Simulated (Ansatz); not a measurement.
Ansatz (an electronic-structure program) input (B3LYP/6-31G*):

Ansatz 0.2 input:
```yaml
crystal:
  periodic: [false, false, false]
  atoms:
    - {symbol: C, position_ang: [1.71596280, -0.25734261, 0.02301822]}
    - {symbol: C, position_ang: [0.67100538, 0.51959128, 0.01319125]}
    - {symbol: Cl, position_ang: [-1.00078966, -0.11054760, -0.01518564]}
    - {symbol: H, position_ang: [1.99993395, -1.29810009, 0.02008374]}
    - {symbol: H, position_ang: [0.69168111, 1.60391734, 0.02081533]}
basis:
  gaussian:
    orbitals: 6-31G*
hamiltonian:
  xc: {name: B3LYP}
magnetization: {spin_polarized: true, initial_magnetization: 1}
phonons: {temperatures: {t_min: 298.15, t_max: 298.15, t_step: 100}}
```

Which harmonic wavenumbers does it give?

349, 647, 648, 804, 844, 1241, 1651, 3227, 3321 cm⁻¹ (unscaled; negative means imaginary).
